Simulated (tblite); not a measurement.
Species: C6H15AlSi.
Atom-mapped SMILES: `[CH3:1][C@@H:2]1[CH2:3][CH2:4][AlH:5][C@H:6]1[CH2:7][SiH3:8]` (hydrogens: H9, H10, H11 on C1; H12 on C2; H13, H14 on C3; H15, H16 on C4; H17 on Al5; H18 on C6; H19, H20 on C7; H21, H22, H23 on Si8)

Computed with GFN2-xTB (tblite), gas phase: L-BFGS steps from a force-field or distance-geometry start until the largest atomic force falls under 0.01 eV/Å.

Geometry at step 22:
```
atom  x, y, z in Å
C1     -1.4405   -1.7148    0.4068
C2     -0.9415   -0.2797    0.4906
C3     -2.0361    0.6619   -0.0463
C4     -1.6034    2.1464   -0.0865
Al5     0.1634    1.7759   -0.9184
C6      0.3827   -0.1238   -0.2950
C7      1.6041   -0.5522    0.5388
Si8     3.1997   -0.5278   -0.4868
H9     -2.3733   -1.8416    0.9476
H10    -0.7082   -2.4121    0.8027
H11    -1.6243   -1.9702   -0.6339
H12    -0.7606   -0.0148    1.5374
H13    -2.9399    0.5355    0.5573
H14    -2.2731    0.3452   -1.0690
H15    -2.3685    2.7254   -0.6172
H16    -1.5771    2.5483    0.9371
H17     1.0131    2.5714   -1.9200
H18     0.3290   -0.8125   -1.1595
H19     1.4398   -1.5577    0.9425
H20     1.7079    0.1098    1.4051
H21     3.0588   -1.4505   -1.6183
H22     4.3307   -0.9818    0.3283
H23     3.4126    0.8468   -0.9641
```

**Question.** What forces act on the atoms?

**Answer.** 
| atom | Fx (eV/Å) | Fy (eV/Å) | Fz (eV/Å) |
| --- | --- | --- | --- |
| C1 | -0.068 | -0.072 | -0.004 |
| C2 | 0.021 | 0.035 | -0.013 |
| C3 | -0.073 | 0.050 | -0.045 |
| C4 | 0.020 | 0.049 | 0.013 |
| Al5 | 0.082 | -0.020 | 0.034 |
| C6 | 0.089 | 0.125 | -0.079 |
| C7 | -0.047 | -0.004 | -0.019 |
| Si8 | -0.026 | 0.004 | -0.001 |
| H9 | -0.066 | -0.028 | 0.130 |
| H10 | 0.020 | -0.034 | 0.063 |
| H11 | -0.018 | -0.068 | -0.072 |
| H12 | 0.022 | -0.018 | 0.036 |
| H13 | -0.011 | -0.042 | -0.011 |
| H14 | -0.030 | -0.020 | -0.020 |
| H15 | 0.045 | 0.005 | 0.026 |
| H16 | -0.032 | -0.044 | -0.023 |
| H17 | 0.076 | 0.050 | -0.020 |
| H18 | -0.020 | -0.001 | 0.069 |
| H19 | 0.018 | 0.009 | -0.013 |
| H20 | -0.003 | -0.024 | -0.039 |
| H21 | 0.003 | 0.014 | -0.024 |
| H22 | -0.003 | 0.040 | 0.022 |
| H23 | -0.001 | -0.008 | -0.011 |

The largest, 0.17 eV/Å, acts on C6; the rms over all components is 0.044 eV/Å. The forces sum to zero within rounding, as they must for an isolated molecule in no field.

**Question.** Give the force on C6 in Eh/bohr and in nN.

**Answer.** 0.173 eV/Å ÷ 51.422 = 0.00336 Eh/bohr, and 0.173 eV/Å × 1.602 = 0.28 nN.

**Question.** How far is this geometry from the end of the optimisation?

**Answer.** 0.063 eV above it, and 0.274 Å rms away after alignment. The bonds farthest from their final lengths, with half the difference of the two atoms' forces along the bond (positive lengthens):

```
   bond  now (Å)  final (Å)  force along bond (eV/Å)
 C4–Al5    1.988      1.997                    +0.03
Al5–H17    1.536      1.541                    +0.03
  C1–C2    1.522      1.527                    +0.06
 C2–H12    1.095      1.099                    +0.02
  C1–H9    1.086      1.089                    +0.03
 C6–H18    1.107      1.103                    -0.02
```

The angle farthest from its final value is Al5–C6–H18, 109.9° against 114.3°.

The cost below is that of the whole relaxation. The run took 1.2 s of wall time on Arm Neoverse V1, one thread, shared host with 32 logical CPUs at a one-minute load of 25.
